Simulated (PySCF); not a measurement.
Computed IR spectrum (relative IR intensity) of a molecule C4H4ClF. The structure is a stationary point at PBE-D3(BJ)/def2-SVP. One conformer was computed; it need not be the lowest. Method: PBE-D3(BJ)/def2-SVP in PySCF. Frequencies are harmonic and unscaled.

Lines under 2 % of the strongest are left out, and lines within 2 cm⁻¹ are merged.

| ν (cm⁻¹) | relative intensity |
|---|---|
| 659 | 6.1 |
| 819 | 37 |
| 879 | 26 |
| 939 | 16 |
| 996 | 11 |
| 1053 | 59 |
| 1177 | 8.9 |
| 1247 | 21 |
| 1288 | 23 |
| 1390 | 13 |
| 1625 | 12 |
| 1670 | 100 |
| 3078 | 2.2 |
| 3182 | 3.4 |

Pick the molecule that these values belong to.
(A) C=C/C=C(\F)Cl
(B) C=C=C[C@H](F)Cl
(C) C=C(Cl)/C=C\F
(D) C=C(F)/C=C\Cl

A, C=C/C=C(\F)Cl
